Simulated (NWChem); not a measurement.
System: CH$_{3}$FO$_{3}$Si; SMILES [Si]1(O)(OCO1)F

Input file for NWChem:

```
start job
memory heap 200 mb stack 900 mb global 1100 mb
geometry units angstroms noautoz
  O      1.327506    -1.369053     0.000000
  Si     0.023579    -0.370635     0.000000
  F     -1.299919    -1.312713     0.000000
  O      0.009048     0.889863    -1.119360
  C     -0.021084     1.797997     0.000000
  O      0.009048     0.889863     1.119360
  H      1.145409    -2.324774     0.000000
  H      0.875151     2.458192     0.000000
  H     -0.956519     2.401877     0.000000
end
basis spherical
  * library def2-tzvp
end
dft
  xc xtpss03 ctpss03
  iterations 150
  semidirect filesize 400000000
  mulliken
end
task dft energy
```

Structure relaxed at the PBE-D3(BJ)/def2-SVP level.

What results follow from this input? (TPSS/def2-TZVP.) Quantities: basis functions; energy (Ha); highest occupied level (eV); orbital gap (eV); dipole (D).


| Item | Result |
|---|---|
| number of basis functions | 210 |
| energy (Ha) | -655.33 |
| highest occupied level (eV) | -7.27 |
| orbital gap (eV) | 6.72 |
| dipole (D) | 0.78 |
